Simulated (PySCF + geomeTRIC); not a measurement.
A geometry relaxed with PySCF + geomeTRIC with ωB97X-D3(BJ)/def2-TZVP, charge 0, multiplicity 1:

```xyz
15

H     -2.7112    -1.0316     1.6575
H      1.6112    -1.1588    -1.9339
H     -2.7933     0.7139     1.3250
Si     2.4270    -0.2359     0.9853
H      3.8996    -0.4170     0.9108
H     -1.5748     0.5151    -2.0169
H     -0.8457     2.0858    -0.3650
H      2.2035     1.1778    -1.8480
H     -3.3155    -0.4570     0.0864
O     -1.2613    -0.3426     0.3958
Si    -0.7270     0.6645    -0.8004
Si     1.5003     0.0839    -1.1261
H      2.1401     0.9505     1.8317
H      1.8286    -1.4354     1.6197
C     -2.5894    -0.2697     0.8860
```

Problem. Write the SMILES of this molecule.

Solution. `CO[SiH2][SiH2][SiH3]`
